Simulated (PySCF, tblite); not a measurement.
Compound: C5H11NOSi3.
Structure used (GFN2-xTB), in Å, numbered top down from 1:
```xyz
21
C5H11NOSi3 angstrom
N      3.911    0.672   -0.856
C      3.554   -0.743   -0.858
C      2.208   -1.010   -0.369
C      1.082   -1.114    0.051
Si    -0.640   -1.322    0.695
C     -1.248    0.371    1.148
C     -1.660    1.477    1.421
Si    -2.302    3.164    1.821
O     -1.595   -1.935   -0.473
Si    -2.401   -1.954   -1.874
H      3.862    1.042    0.087
H      3.254    1.198   -1.425
H      3.646   -1.113   -1.886
H      4.279   -1.277   -0.234
H     -0.737   -2.285    1.789
H     -3.663    3.029    2.348
H     -1.417    3.770    2.820
H     -2.304    3.958    0.588
H     -1.417   -2.028   -2.953
H     -3.194   -0.729   -1.961
H     -3.230   -3.154   -1.788
```

Level of theory: PBE0/pcSseg-1 in PySCF (dipole) on a GFN2-xTB geometry, gas phase.

Take the most abundant isotopes and a rigid rotor. The values belong to one conformer with, in the numbering `[NH2:1][CH2:2][C:3]#[C:4][Si@@H:5]([C:6]#[C:7][SiH3:8])[O:9][SiH3:10]`, H–N1–C2–C3 60° and -58°, C4–Si5–O9–Si10 -67°.

Task: Give the principal moments of inertia and the rotational constants in cm⁻¹.

Result: Ia = 816.75, Ib = 1139.08, Ic = 1749.11 u·Å²; 505379 MHz·u·Å²/I gives 618.8, 443.7 and 288.9 MHz, that is A = 0.02064, B = 0.01480, C = 0.00964 cm⁻¹.

Task: What kind of rotor is it?

Result: An asymmetric top. Ray's parameter κ = (2B − A − C)/(A − C) = -0.062; −1 is the prolate and +1 the oblate limit.

Task: What does the inertial defect say?

Result: Not planar: Δ = Ic − Ia − Ib = -206.72 u·Å². For a rigid frame Δ = −2 Σ m c², so Σ m c² = 103.36 u·Å² lies off the ab plane: 19.95 from hydrogen and 83.41 from heavier atoms. The atom farthest from that plane is 2.52 Å away.

Task: List the rotational levels J(Ka,Kc) to J = 2 (cm⁻¹).

Result: Above 0(0,0):
J = 1: 1(0,1) 0.0244, 1(1,1) 0.0303, 1(1,0) 0.0354
J = 2: 2(0,2) 0.0711, 2(1,2) 0.0740, 2(1,1) 0.0895, 2(2,1) 0.1070, 2(2,0) 0.1092
Those of J = 1 are B + C, A + C and A + B.

Task: Which lines would a microwave search look for?

Result: The dipole components are |μa| = 0.45 D, |μb| = 0.53 D, |μc| = 0.66 D. Intensities carry the squares of the components, which stand as 0.46 : 0.65 : 1.00 (a : b : c). Some lines, for components of 0.1 D or more:

| type | branch | J(Ka,Kc) | MHz | lower level (cm⁻¹) |
| --- | --- | --- | --- | --- |
| b | Q | 3(2,1) ← 3(1,2) | 628 | 0.169 |
| b | Q | 3(3,0) ← 3(2,1) | 1039 | 0.190 |
| a | R | 2(1,2) ← 1(1,1) | 1310 | 0.030 |
| b | Q | 4(1,3) ← 4(0,4) | 1434 | 0.222 |
| a | R | 2(1,1) ← 1(1,0) | 1620 | 0.035 |
| a | R | 3(1,3) ← 2(1,2) | 1930 | 0.074 |
| b | R | 2(2,1) ← 1(1,0) | 2145 | 0.035 |
| b | R | 2(2,0) ← 1(1,1) | 2367 | 0.030 |
| b | R | 4(0,4) ← 3(1,3) | 2518 | 0.138 |
| a | R | 4(1,4) ← 3(1,3) | 2528 | 0.138 |
| a | R | 4(2,3) ← 3(2,2) | 2876 | 0.180 |
| a | R | 4(3,2) ← 3(3,1) | 3024 | 0.224 |
| c | R | 3(2,2) ← 2(1,2) | 3187 | 0.074 |
| c | R | 3(3,0) ← 2(2,0) | 3449 | 0.109 |
| b | R | 3(2,1) ← 2(1,2) | 3466 | 0.074 |
| c | R | 3(3,1) ← 2(2,1) | 3496 | 0.107 |
| c | R | 4(2,3) ← 3(1,3) | 4133 | 0.138 |
| b | R | 4(4,0) ← 3(3,1) | 4721 | 0.224 |

Task: Estimate the classical rotational partition function at 25 K, 100 K and 298.15 K.

Result: Point group C1, symmetry number σ = 1; q = (√π/σ)·√((kT/h)³/(ABC)), k/h = 20836.6 MHz/K: 74800 at 25 K, 599000 at 100 K, 3080000 at 298.15 K.

Its lowest GFN2-xTB frequency is 8 cm⁻¹, too small to tell a flat minimum from a shallow saddle. No vibrational averaging or centrifugal distortion is included, and the geometry carries the error of its method. A rigid rotor knows nothing of inversion at nitrogen or internal rotation, which can split or shift real lines. Quadrupole hyperfine structure (14N) is left out.

On Arm Neoverse V1, one thread, shared host with 32 logical CPUs at a one-minute load of 26, this took 71 s and 1.1 GiB of memory at its peak. This is the PBE0/pcSseg-1 job that gave the dipole, with the shieldings it also computed.
